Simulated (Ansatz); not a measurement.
One change: `[CH3][Ga]([Br])[Br]` becomes `[F][Ga]([Br])[Br]`.

Ansatz, PBE0-D4/def2-TZVP geometries, multiplicity 1. 

Scalar relativity is left out up to krypton. Spin–orbit coupling is left out; it splits and shifts lone-pair levels of the heavy atoms by tenths of an eV.

```json
{"property": "HOMO energy (PBE0/def2-TZVPP) / eV", "`[CH3][Ga]([Br])[Br]`": "-8.29"}
{"property": "HOMO–LUMO gap (ωB97M-V/def2-TZVPP) / eV", "`[CH3][Ga]([Br])[Br]`": "10.83"}
{"property": "LUMO energy (ωB97M-V/def2-TZVPP) / eV", "`[CH3][Ga]([Br])[Br]`": "0.34"}
{"property": "HOMO energy (PBE/def2-TZVPP) / eV", "`[CH3][Ga]([Br])[Br]`": "-7.01"}
{"property": "LUMO energy (B3LYP/def2-TZVPP) / eV", "`[CH3][Ga]([Br])[Br]`": "-1.63"}
{"property": "size of the dipole moment (PBE/def2-TZVPP) / D", "`[CH3][Ga]([Br])[Br]`": "2.50"}
```

What does the change do to each property? (Estimate.)

Computed: 
| property | `[F][Ga]([Br])[Br]` | shift |
| --- | --- | --- |
| HOMO energy (PBE0/def2-TZVPP) / eV | -9.01 | -0.72 |
| HOMO–LUMO gap (ωB97M-V/def2-TZVPP) / eV | 10.96 | 0.13 |
| LUMO energy (ωB97M-V/def2-TZVPP) / eV | -0.25 | -0.59 |
| HOMO energy (PBE/def2-TZVPP) / eV | -7.69 | -0.68 |
| LUMO energy (B3LYP/def2-TZVPP) / eV | -2.51 | -0.88 |
| size of the dipole moment (PBE/def2-TZVPP) / D | 1.07 | -1.43 |

With PBE0 the HOMO falls by 0.72 eV and the LUMO falls by 0.80 eV, so the gap narrows by about 0.08 eV. PBE moves the HOMO by -0.68 eV and ωB97M-V by -0.73 eV. Dipoles are sizes alone; their direction can turn.

B3LYP here is the variant with VWN-RPA as its local correlation; programs differ in this.
